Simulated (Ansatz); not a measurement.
Born–Oppenheimer molecular dynamics of BCl$_{2}$FH$_{2}$O (7 atoms, charge 0, multiplicity 1). It starts at the highest image of a converged band, a first-order saddle point between two minima.

These are results of Ansatz 0.2.0, RKS PBE0-D4/def2-SVP, not measurements.

```
ensemble                      : NVE (velocity Verlet)
time step                     : 0.5 fs
steps asked                   : 200
starting velocities drawn for : 100 K
seed                          : 11824
```

Frames 1 fs apart, positions in Å, forces in eV/Å.

Velocities at 70.0 fs (Å/ps):

```
B -10.58 3.12 7.95
O -1.15 -6.52 1.13
H 5.97 -5.85 -3.73
Cl 3.91 -0.33 -0.81
F -2.57 1.36 2.71
Cl 1.10 1.99 -3.04
H -1.83 -8.02 -15.30
```

```xyz
7
Properties=species:S:1:pos:R:3:forces:R:3 time_fs=70.0 energy_less_start_eV=-0.168 T=360
B 0.131 0.473 0.191 1.52 -1.10 -1.64
O -0.019 -0.460 1.824 -0.53 1.39 -0.74
H -0.986 -0.570 1.744 0.16 -0.41 -0.02
Cl 1.605 -0.301 -0.695 -1.22 0.28 1.06
F -1.062 0.203 -0.325 -0.77 -1.17 0.09
Cl 0.269 2.203 0.373 0.48 1.16 1.15
H 0.021 0.293 2.441 0.35 -0.16 0.11
7
Properties=species:S:1:pos:R:3:forces:R:3 time_fs=71.0 energy_less_start_eV=-0.122 T=290
B 0.121 0.476 0.199 1.83 -1.15 -1.73
O -0.021 -0.467 1.825 -0.23 1.06 -1.12
H -0.980 -0.578 1.740 -0.18 -0.46 -0.02
Cl 1.608 -0.301 -0.696 -1.34 0.33 1.13
F -1.065 0.204 -0.323 -0.90 -1.19 0.06
Cl 0.270 2.205 0.370 0.45 1.15 1.18
H 0.021 0.284 2.427 0.36 0.26 0.51
7
Properties=species:S:1:pos:R:3:forces:R:3 time_fs=72.0 energy_less_start_eV=-0.084 T=231
B 0.113 0.477 0.204 2.05 -1.17 -1.79
O -0.022 -0.472 1.825 0.03 0.86 -1.36
H -0.975 -0.590 1.736 -0.42 -0.46 0.01
Cl 1.612 -0.302 -0.696 -1.43 0.37 1.17
F -1.068 0.204 -0.320 -0.99 -1.20 0.04
Cl 0.271 2.207 0.368 0.43 1.10 1.19
H 0.025 0.279 2.417 0.33 0.50 0.74
7
Properties=species:S:1:pos:R:3:forces:R:3 time_fs=73.0 energy_less_start_eV=-0.065 T=201
B 0.106 0.478 0.208 2.19 -1.15 -1.82
O -0.024 -0.477 1.825 0.13 0.94 -1.35
H -0.974 -0.607 1.732 -0.43 -0.40 0.07
Cl 1.615 -0.302 -0.696 -1.50 0.40 1.21
F -1.071 0.204 -0.317 -1.03 -1.19 0.03
Cl 0.273 2.210 0.365 0.40 1.02 1.19
H 0.031 0.277 2.415 0.23 0.39 0.68
7
Properties=species:S:1:pos:R:3:forces:R:3 time_fs=74.0 energy_less_start_eV=-0.063 T=197
B 0.102 0.477 0.211 2.25 -1.12 -1.81
O -0.025 -0.481 1.823 0.06 1.23 -1.15
H -0.977 -0.627 1.729 -0.20 -0.27 0.16
Cl 1.617 -0.302 -0.696 -1.56 0.41 1.22
F -1.076 0.203 -0.314 -1.01 -1.17 0.02
Cl 0.274 2.213 0.364 0.38 0.92 1.18
H 0.040 0.279 2.418 0.09 -0.01 0.38
7
Properties=species:S:1:pos:R:3:forces:R:3 time_fs=75.0 energy_less_start_eV=-0.065 T=200
B 0.100 0.476 0.211 2.21 -1.06 -1.79
O -0.026 -0.485 1.821 -0.10 1.54 -0.91
H -0.982 -0.650 1.727 0.14 -0.10 0.25
Cl 1.619 -0.302 -0.695 -1.60 0.42 1.23
F -1.081 0.202 -0.311 -0.93 -1.13 0.03
Cl 0.276 2.216 0.362 0.35 0.79 1.16
H 0.049 0.281 2.426 -0.08 -0.46 0.03
7
Properties=species:S:1:pos:R:3:forces:R:3 time_fs=76.0 energy_less_start_eV=-0.071 T=211
B 0.099 0.473 0.211 2.10 -0.97 -1.76
O -0.028 -0.488 1.819 -0.21 1.69 -0.76
H -0.986 -0.674 1.728 0.42 0.05 0.31
Cl 1.621 -0.301 -0.694 -1.62 0.42 1.23
F -1.086 0.200 -0.309 -0.80 -1.09 0.06
Cl 0.278 2.220 0.361 0.32 0.64 1.14
H 0.058 0.279 2.433 -0.21 -0.74 -0.21
7
Properties=species:S:1:pos:R:3:forces:R:3 time_fs=77.0 energy_less_start_eV=-0.092 T=242
B 0.100 0.470 0.208 1.91 -0.86 -1.73
O -0.029 -0.489 1.815 -0.19 1.61 -0.76
H -0.986 -0.698 1.732 0.52 0.17 0.34
Cl 1.623 -0.301 -0.693 -1.63 0.41 1.21
F -1.091 0.198 -0.306 -0.61 -1.03 0.09
Cl 0.279 2.224 0.360 0.30 0.48 1.10
H 0.065 0.270 2.439 -0.29 -0.77 -0.25
7
Properties=species:S:1:pos:R:3:forces:R:3 time_fs=78.0 energy_less_start_eV=-0.127 T=297
B 0.103 0.466 0.204 1.65 -0.73 -1.70
O -0.031 -0.490 1.812 -0.02 1.33 -0.93
H -0.980 -0.720 1.738 0.42 0.21 0.32
Cl 1.623 -0.301 -0.691 -1.63 0.39 1.19
F -1.097 0.195 -0.303 -0.38 -0.97 0.14
Cl 0.281 2.227 0.359 0.27 0.30 1.06
H 0.069 0.254 2.442 -0.31 -0.53 -0.07
7
Properties=species:S:1:pos:R:3:forces:R:3 time_fs=79.0 energy_less_start_eV=-0.167 T=358
B 0.108 0.461 0.199 1.35 -0.57 -1.65
O -0.032 -0.490 1.808 0.26 0.94 -1.22
H -0.971 -0.739 1.748 0.14 0.17 0.26
Cl 1.624 -0.300 -0.689 -1.61 0.37 1.15
F -1.103 0.191 -0.300 -0.12 -0.90 0.18
Cl 0.283 2.231 0.359 0.25 0.11 1.01
H 0.070 0.232 2.445 -0.26 -0.12 0.25
7
Properties=species:S:1:pos:R:3:forces:R:3 time_fs=80.0 energy_less_start_eV=-0.202 T=412
B 0.114 0.456 0.192 1.00 -0.39 -1.58
O -0.034 -0.489 1.803 0.56 0.60 -1.48
H -0.961 -0.758 1.760 -0.19 0.09 0.19
Cl 1.624 -0.299 -0.687 -1.58 0.33 1.11
F -1.110 0.187 -0.297 0.16 -0.83 0.22
Cl 0.285 2.235 0.359 0.23 -0.08 0.96
H 0.068 0.210 2.451 -0.18 0.28 0.58
7
Properties=species:S:1:pos:R:3:forces:R:3 time_fs=81.0 energy_less_start_eV=-0.235 T=463
B 0.120 0.451 0.184 0.62 -0.20 -1.48
O -0.035 -0.488 1.797 0.77 0.48 -1.52
H -0.952 -0.775 1.775 -0.41 0.02 0.11
Cl 1.623 -0.299 -0.684 -1.52 0.29 1.05
F -1.116 0.183 -0.294 0.43 -0.76 0.24
Cl 0.287 2.239 0.359 0.21 -0.26 0.90
H 0.065 0.190 2.462 -0.10 0.44 0.69
```

Of the whole run (100 fs, mean temperature of the second half 526 K): The conserved energy stayed within 0.063 meV per atom of its start (net change -0.017 meV per atom), so the integration is sound. The system heated up, since it started high on the potential surface and ran downhill. A run of 0.1 ps of so small a system gives no equilibrium averages. The orbitals stay closed-shell, which can raise the energy where a bond breaks towards radicals; this wasn't checked here.

Run time: 8.1 min on 2 threads of Intel(R) Xeon(R) Platinum 8259CL CPU @ 2.50GHz (Skylake/Cascade Lake), with other jobs on the host, peak memory 0.2 GiB.
